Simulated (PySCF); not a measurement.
A structure optimised at PBE-D3(BJ)/def2-SVP, used in a PySCF frequency run:

```xyz
10

Te    -0.3095    -0.0842     0.7231
C     -1.6692     1.3722    -0.1720
H     -2.4884     1.5418     0.5539
H     -2.0783     0.9757    -1.1182
H     -1.1122     2.3105    -0.3430
S      1.4630     0.1007    -0.9179
C      0.9567    -1.0675    -2.2366
H      0.8611    -2.0993    -1.8487
H      1.7698    -1.0377    -2.9909
H      0.0104    -0.7544    -2.7180
```
Charge 0, spin multiplicity 1.

Task: Write its SMILES and formula.

Result: CS[Te]C, C₂H₆STe

Task: What are its rotational constants (standard atomic weights)?

Result: 5.1213, 1.7003, 1.5068 GHz
